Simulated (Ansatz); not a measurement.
Cost and result for the atomization energy of `[F][SnH]([F])[SiH3]` (8 atoms, 7 bonds).

```xyz
8

F    -1.0579    0.9206    2.0659
Sn   -0.1709    1.1127    0.3751
F     1.5765    1.7169    0.8890
Si    0.1035   -1.2380   -0.6088
H    -0.9074    2.4597   -0.3620
H    -1.2458   -1.7770   -0.9062
H     0.8002   -2.0678    0.4008
H     0.9017   -1.1271   -1.8538
```

Charge 0, multiplicity 1. Correlated methods include outer-core shells of Sn, which these sets cover unevenly. Sn: def2 effective core potential. Geometry: relaxed with PBE0-D4/def2-TZVP. Program: Ansatz. All runs use 4 threads of a server CPU on a shared host. Times are those of one run each, without the atoms' runs, and a repeat can differ threefold. Electronic energies, without spin–orbit coupling; frozen cores. CCSD(T)/CBS adds CCSD(T) − MP2 in def2-TZVPP to the MP2 limit, and its time is that of the two runs behind it. T1 = 0.014. With those shells the extrapolation isn't a true limit. B3LYP takes the VWN-RPA correlation (the form of Gaussian; ORCA's B3LYP/G). HSE06 is the plane-wave form, built on full-range PBE exchange.

CCSD(T)/CBS is a level of theory with its own doubt, some kJ/mol a heavy atom from the limit and from the frozen cores, so smaller differences don't rank the functionals.

```json
{"level": "LDA (SPW92)/def2-TZVPP", "functions": "210", "wall time": "0.7 s"}
{"level": "BLYP-D4/def2-TZVPP", "functions": "210", "wall time": "0.9 s"}
{"level": "PBE-D4/def2-TZVPP (with forces)", "functions": "210", "wall time": "1.1 s"}
{"level": "BHLYP-D4/def2-TZVPP", "functions": "210", "wall time": "1.4 s"}
{"level": "HSE06-D4/def2-TZVPP", "functions": "210", "wall time": "1.6 s"}
{"level": "B3LYP-D4/def2-TZVPP (with forces)", "functions": "210", "wall time": "1.9 s"}
{"level": "r2SCANh-D4/def2-TZVPP", "functions": "210", "wall time": "1.9 s"}
{"level": "CCSD(T)/def2-SVP", "functions": "92", "wall time": "1.9 s"}
{"level": "B2PLYP/def2-TZVPP", "functions": "210", "wall time": "2.3 s"}
{"level": "ωB97X-V/def2-TZVPP", "functions": "210", "wall time": "3 s"}
{"level": "MP2/def2-QZVPP", "functions": "386", "wall time": "7.5 s"}
{"level": "CCSD(T)/def2-TZVPP", "functions": "210", "wall time": "26 s"}
{"level": "CCSD(T)/CBS(def2)", "functions": "–", "wall time": "33 s"}
```

Task: What atomization energy does each give, and how far from CCSD(T)/CBS? (An estimate is asked.)

Result: Computed: 
```
                            level  atomization (kJ/mol)  difference from CCSD(T)/CBS  per bond
           LDA (SPW92)/def2-TZVPP                2662.3                        293.0      41.9
               BLYP-D4/def2-TZVPP                2329.1                        -40.2      -5.8
  PBE-D4/def2-TZVPP (with forces)                2343.4                        -25.9      -3.7
              BHLYP-D4/def2-TZVPP                2256.3                       -113.0     -16.1
              HSE06-D4/def2-TZVPP                2291.5                        -77.8     -11.1
B3LYP-D4/def2-TZVPP (with forces)                2324.4                        -44.9      -6.4
            r2SCANh-D4/def2-TZVPP                2316.4                        -52.9      -7.6
                 CCSD(T)/def2-SVP                2148.8                       -220.5     -31.5
                B2PLYP/def2-TZVPP                2301.3                        -68.0      -9.7
               ωB97X-V/def2-TZVPP                2368.5                         -0.8      -0.1
                   MP2/def2-QZVPP                2352.1                        -17.2      -2.5
               CCSD(T)/def2-TZVPP                2282.5                        -86.8     -12.4
                CCSD(T)/CBS(def2)                2369.3                          0.0       0.0
```

From PBE to PBE0 (25 % exact exchange), in def2-TZVPP and without D4, the atomization energy moves by −49.4 kJ/mol: exact exchange takes away binding that semilocal exchange gives to molecules. Leaving LDA and LC-ωPBE aside and taking each functional with its dispersion term where it has one, the values, not all of them listed here, spread over 115.8 kJ/mol, from BHLYP-D4 to B97M-V. LDA lies +334.0 kJ/mol from PBE without D4, its usual overbinding. In def2-TZVPP, CCSD(T) changes the Hartree–Fock value by +605.5 kJ/mol (the triples alone add +34.6 kJ/mol) and MP2 by +621.1 kJ/mol; breaking electron pairs costs correlation energy, which Hartree–Fock lacks.

Spin–orbit coupling would lower the free Sn atoms strongly, and the atomization energy with them, by more than many differences here. For some Ge, Se and Sn compounds the MP2-based and the directly extrapolated limit differ by 10 to 25 kJ/mol.
